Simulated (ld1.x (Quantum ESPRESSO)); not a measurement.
**Which change was made? (Fe, RRKJ)**

- Element: Fe (Z = 26)
- Generator: ld1.x (Quantum ESPRESSO) 7.5
- Type: norm-conserving RRKJ (Kleinman–Bylander form)
- Functional: LDA (PZ)
- Relativity: scalar-relativistic
- Frozen core: [Ar]
- Valence charge: 8
- Reference configuration: 3d6 4s1.75 4p0.25
- Partial waves: 4s (bound): rc 2.10 bohr; 3d (bound): rc 1.65 bohr; 4p (bound): rc 2.75 bohr
- Local potential: the p channel
- Core correction: Bessel-smoothed model core inside 1.15 bohr
- rho0: 0.001

Cutoffs, loose and tight: the cutoffs (Ry, on a coarse ladder) from which the occupation-weighted sum of valence levels, in a spherical-Bessel basis at the reference potential, stays within 10 and 1 mRy of its value at 400 Ry. They do not see the model core or the augmentation charge, which bear on the density cutoff. Test errors are all-electron minus pseudo excitation energies from the reference, over the configurations 3d6 4s2 4p0; 3d6 4s1 4p0; 3d6 4s0 4p0; 3d5 4s0 4p0; 3d6 4s0 4p2; 3d7 4s0 4p0; 3d6.5 4s1.5 4p0 (two spin-polarised tests are not counted in the largest error); variants that change the core or the reference have their own tests. The largest error is taken over the tests solved by every variant that gives reliable tests at all, those not shown here included: 3d5 4s0 4p0; 3d6 4s0 4p0; 3d6 4s1 4p0; 3d6 4s2 4p0; 3d6.5 4s1.5 4p0; 3d7 4s0 4p0.

The base gives: outcome: generated; cutoff, loose: 70 Ry; cutoff, tight: 100 Ry; bound ghosts: s; largest test error (meV): -429.

**Question.** After one change the result is: outcome: generated; cutoff, loose: 120 Ry; cutoff, tight: 140 Ry; bound ghosts: none; largest test error (meV): -303. Which change was it?
A. local potential the d channel
B. core [Ne], valence charge 16; reference 3s2 3p6 3d6 4s2 4p0; waves now 3s (bound): rc 1.00 bohr; 3d (bound): rc 1.60 bohr; 3p (bound): rc 1.15 bohr; core correction none
C. type PAW; waves now 4s (bound): rcut 1.85, rcutus 2.10 bohr; 4s channel at 0.15 Ry: rcut 1.85, rcutus 2.10 bohr; 4p (bound): rcut 2.40, rcutus 2.75 bohr; 4p channel at 2.3 Ry: rcut 2.40, rcutus 2.75 bohr; 3d (bound): rcut 1.45, rcutus 1.65 bohr; 3d channel at 0.25 Ry: rcut 1.45, rcutus 1.65 bohr; local potential all-electron potential smoothed inside 1.30 bohr (lloc = -1); augmentation BESSEL, radius 1.50 bohr; rho0 0

**Answer.** B. The others give: type PAW; waves now 4s (bound): rcut 1.85, rcutus 2.10 bohr; 4s channel at 0.15 Ry: rcut 1.85, rcutus 2.10 bohr; 4p (bound): rcut 2.40, rcutus 2.75 bohr; 4p channel at 2.3 Ry: rcut 2.40, rcutus 2.75 bohr; 3d (bound): rcut 1.45, rcutus 1.65 bohr; 3d channel at 0.25 Ry: rcut 1.45, rcutus 1.65 bohr; local potential all-electron potential smoothed inside 1.30 bohr (lloc = -1); augmentation BESSEL, radius 1.50 bohr; rho0 0 → outcome: generated; cutoff, loose: 40 Ry; cutoff, tight: 70 Ry; bound ghosts: s; largest test error (meV): -298 | local potential the d channel → outcome: generated; cutoff, loose: 100 Ry; cutoff, tight: 160 Ry; bound ghosts: s, p; largest test error (meV): -250.
